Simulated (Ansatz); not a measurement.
A nudged elastic band was laid between two geometries of CH4F2Si2 (9 atoms, charge 0, multiplicity 1).

The calculation used RKS B3LYP-D4/def2-mTZVP (Ansatz 0.2.0).

```
movable images  : 7
climbing image  : yes
spring          : 5.0 eV/Å²
optimiser       : quadratic models (default)
start path      : through a guess of the saddle point
force threshold : 0.03 eV/Å
iteration limit : 60
end points      : relaxed
```

Image 0:

```xyz
9
Properties=species:S:1:pos:R:3
F 0.565 -2.178 -0.409
Si 1.363 -0.832 -0.925
F 2.194 -0.468 0.451
C -0.283 0.641 -0.737
Si -0.958 0.478 0.879
H 0.263 1.552 -0.960
H -0.904 0.324 -1.570
H -1.876 -0.626 1.208
H -0.275 1.062 2.046
```

Image 8:

```xyz
9
Properties=species:S:1:pos:R:3
F 0.793 -2.236 -0.825
Si 0.906 -0.791 -0.138
F 2.467 -0.476 0.049
C -0.166 0.561 -0.803
Si -0.735 0.186 1.039
H 0.272 1.544 -0.973
H -0.891 0.326 -1.581
H -2.077 -0.419 1.188
H -0.481 1.259 2.025
```

What changes between the two ends?

Bonds formed: Si2–Si5. The height of Si2 over the plane of its neighbours goes from -0.86 to 0.41 Å.

What energy profile does the band end with?

The run converged. The highest image is number 2 of 0 to 8, 0.40 eV above the first end and 1.45 eV above the last; the last end lies 1.06 eV below the first. The profile has 2 maxima (images 2, 6) with wells between them (image 4): this band takes more than one step, which may be the mechanism or a detour left from its start path. A vibrational analysis at the climbing image gives one clearly imaginary mode, 356i cm⁻¹: a first-order saddle point.

| image | path coordinate (Å) | energy (eV) | Si2–Si5 (Å) | height of Si2 over the plane of its neighbours (Å) |
| --- | --- | --- | --- | --- |
| 0 | 0.00 | 0.00 | 3.22 | -0.86 |
| 1 | 0.56 | 0.10 | 3.08 | -0.67 |
| 2 | 1.12 | 0.40 | 2.89 | -0.24 |
| 3 | 1.63 | -0.20 | 2.57 | 0.22 |
| 4 | 2.14 | -0.31 | 2.42 | 0.36 |
| 5 | 2.65 | -0.12 | 2.47 | 0.34 |
| 6 | 3.16 | -0.12 | 2.30 | 0.40 |
| 7 | 3.67 | -0.76 | 2.19 | 0.40 |
| 8 | 4.18 | -1.06 | 2.24 | 0.41 |

What is the geometry of the highest image?


```xyz
9
Properties=species:S:1:pos:R:3
F 0.507 -2.227 -0.522
Si 0.929 -0.693 -0.451
F 2.130 -0.564 0.584
C -0.247 0.643 -0.813
Si -1.230 0.673 0.896
H 0.250 1.588 -1.014
H -0.866 0.365 -1.663
H -1.299 -0.821 1.141
H -0.084 0.990 1.826
```

Run time: 6.8 min on 2 threads of Arm Neoverse V1, on a shared host, peak memory 0.25 GiB.
